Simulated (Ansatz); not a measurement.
System: Si₂H₄Cl, charge 0, doublet. Si2H4Cl (SMILES [SiH3][SiH]Cl, doublet).
B3LYP-D3(BJ)/def2-TZVP minimum from Ansatz (a quantum-chemistry and plane-wave program):
```xyz
7

Si    -1.6577    -0.8732     0.1435
Si     0.6583    -0.5308     0.2663
Cl     1.1298     1.3622    -0.4535
H     -2.0702    -0.7976    -1.2759
H     -1.9518    -2.2253     0.6759
H     -2.4065     0.1400     0.9275
H      1.2135    -0.6185     1.6441
```
Charge 0, spin multiplicity 2.

Total energies in hartree (Ansatz). Radicals and triplets start from unrestricted determinants; spin-orbit coupling is neglected. Cores are frozen in correlated methods. No relativity. Where a partner has so few electrons that a lower coupled-cluster level is exact, that level stands in.

| species | HF/cc-pV(T+d)Z | CCSD(T)/cc-pV(T+d)Z | HF/cc-pV(Q+d)Z | CCSD(T)/cc-pV(Q+d)Z | CCSD(T)/cc-pV(D+d)Z | CCSDT(Q)/cc-pV(D+d)Z |
|---|---|---|---|---|---|---|
| 1: Si2H4Cl (SMILES [SiH3][SiH]Cl, doublet) | -1039.75625 | -1040.24506 | -1039.76657 | -1040.29103 | -1040.09775 | -1040.09985 |
| 2: Si (triplet) | -288.85649 | -288.93344 | -288.85845 | -288.93781 | -288.91643 | -288.91690 |
| 3: Cl (doublet) | -459.48556 | -459.67356 | -459.48916 | -459.69449 | -459.60403 | -459.60445 |
| 4: H (doublet) | -0.49981 | -0.49981 | -0.49995 | -0.49995 | -0.49928 | -0.49928 |

Work out the atomisation energy (electronic, to ground-state atoms) in kJ/mol: take Hartree-Fock from cc-pV(Q+d)Z, extrapolate the CCSD(T) correlation energy as X^-3 (X = 3, 4), and add CCSDT(Q) - CCSD(T) in cc-pV(D+d)Z. 1 hartree = 2625.5 kJ/mol.


Species 1: correlation (64·(-0.52446) - 27·(-0.48881))/37 = -0.55047; step -0.00210; E1 = -1039.76657 + (-0.55047) + (-0.00210) = -1040.31914
Species 2: correlation (64·(-0.07936) - 27·(-0.07695))/37 = -0.08112; step -0.00047; E2 = -288.85845 + (-0.08112) + (-0.00047) = -288.94004
Species 3: correlation (64·(-0.20533) - 27·(-0.18800))/37 = -0.21798; step -0.00042; E3 = -459.48916 + (-0.21798) + (-0.00042) = -459.70756
Species 4: correlation (64·(0.00000) - 27·(0.00000))/37 = 0.00000; step +0.00000; E4 = -0.49995 + (0.00000) + (+0.00000) = -0.49995
-1·E1 +2·E2 +1·E3 +4·E4 = 0.73170 hartree = 1921.1 kJ/mol.
